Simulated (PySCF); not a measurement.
Compound: (ClBe-mu-OH)2.
Structure used (PBE0-D3(BJ)/def2-SVP), in Å, numbered top down from 1:
```
atom  x, y, z in Å
Be1   -0.402    0.968    0.429
Cl2   -1.056    2.552    1.133
O3     0.385    0.555   -0.893
Be4    0.401   -0.968   -0.430
Cl5    1.063   -2.550   -1.130
O6    -0.388   -0.556    0.892
H7     0.718    1.032   -1.655
H8    -0.720   -1.032    1.654
```

The closed-shell ground state was solved at several levels (PySCF, density fitting, gas phase, non-relativistic). The dipole stays under 0.02 D at every level.

```csv
level,basis functions,HOMO (eV),LUMO (eV),gap (eV)
KT2/pcSseg-1,116,-7.43,-1.16,6.27
PBE0/pcSseg-1,116,-8.75,-0.15,8.60
```

(1) What might B3LYP/def2-SVPD (140 basis functions) give for the same quantities?

(2) Over all these levels, which gives the widest orbital gap and which the narrowest?

Answers

(1) HOMO -8.49 eV, LUMO -0.95 eV, gap 7.54 eV.

(2) PBE0/pcSseg-1 (global hybrid, 25 % exact exchange) has the widest, 8.60 eV, and KT2/pcSseg-1 (GGA) the narrowest, 6.27 eV. The two share the basis. From the narrowest to the widest the HOMO moves by -1.32 eV and the LUMO by +1.01 eV.

One conformer stands for the species.
